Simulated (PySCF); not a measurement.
A structure optimised at B3LYP-D3(BJ)/def2-SVP, used in a PySCF frequency run:

```xyz
10

Al     0.2111     0.1347     0.0000
F      1.8666    -0.0419     0.0000
Cl    -0.5054     2.1104     0.0000
C     -0.9642    -1.4129     0.0000
C     -0.2723    -2.7848     0.0000
H     -1.6342    -1.3094     0.8739
H     -1.6342    -1.3094    -0.8739
H      0.3707    -2.9179    -0.8847
H      0.3707    -2.9179     0.8847
H     -1.0047    -3.6092     0.0000
```

Problem. Write its SMILES, formula and point group.

Solution. C[CH2][Al]([F])[Cl], C2H5AlClF, Cs

Problem. What are its rotational constants (standard atomic weights)?

Solution. 5.1676, 1.6269, 1.2565 GHz
